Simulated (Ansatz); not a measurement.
`CC[SiH2]P` + H₂ → `[SiH3]P` + `CC` at 298.15 K and 1 bar (hydrogenolysis of the Si–C bond).

Isolated molecules relaxed with PBE0-D4/def2-TZVP in Ansatz; ΔE leaves out vibrations. CCSD(T)/CBS adds triple-zeta CCSD(T) − MP2 to the extrapolated MP2 energy (def2 sets, frozen cores). This one scheme is used for every species. One conformer a species, not always the lowest.

```json
{"species": "`CC[SiH2]P`", "CCSD(T)/CBS energy (Eh)": "-711.54406", "H − E (kJ/mol)": "285.0", "S (J/(mol·K))": "350.7"}
{"species": "H₂", "CCSD(T)/CBS energy (Eh)": "-1.17544", "H − E (kJ/mol)": "35.1", "S (J/(mol·K))": "130.4"}
{"species": "`[SiH3]P`", "CCSD(T)/CBS energy (Eh)": "-633.00997", "H − E (kJ/mol)": "124.8", "S (J/(mol·K))": "279.8"}
{"species": "`CC`", "CCSD(T)/CBS energy (Eh)": "-79.71954", "H − E (kJ/mol)": "207.7", "S (J/(mol·K))": "227.7"}
```

H − E and S are ideal-gas, rigid-rotor, harmonic terms from PBE0-D4/def2-TZVP, for one conformer and one mirror image of each species. The MP2-based limit puts H₂ 0.8 mEh under its directly extrapolated value; such offsets cancel only in part. 1 Eh = 2625.50 kJ/mol, R = 8.31446 J/(mol·K).

Task: By hand: ΔE, ΔH, ΔS and ΔG.

Result: ΔE = (-633.00997) + (-79.71954) − (-711.54406) − (-1.17544) = -0.01001 Eh = -26.3 kJ/mol. Δ(H − E) = 124.8 + 207.7 − 285.0 − 35.1 = 12.4, so ΔH = -13.9 kJ/mol. ΔS = 279.8 + 227.7 − 350.7 − 130.4 = 26.4 J/(mol·K). ΔG = -13.9 − 298.15 × (26.4)/1000 = -21.8 kJ/mol.

Task: By hand: the equilibrium constant, and the temperature at which ΔG would vanish if ΔH and ΔS stayed fixed.

Result: log₁₀ K = −ΔG/(RT ln 10) = 3.8. ΔH and −TΔS have one sign here, so there is no such temperature.

TΔS isn't small against ΔH here. A doubt of 5 kJ/mol in ΔE shifts log₁₀ K by 0.9 here. Other conformers and mirror images would add mixing entropy, several J/(mol·K) or more a flexible species. These are equilibria of isolated gas molecules and say nothing of rates. Largest T1 diagnostic: 0.013 (customary marks: 0.02 for closed shells, 0.045 for open ones).
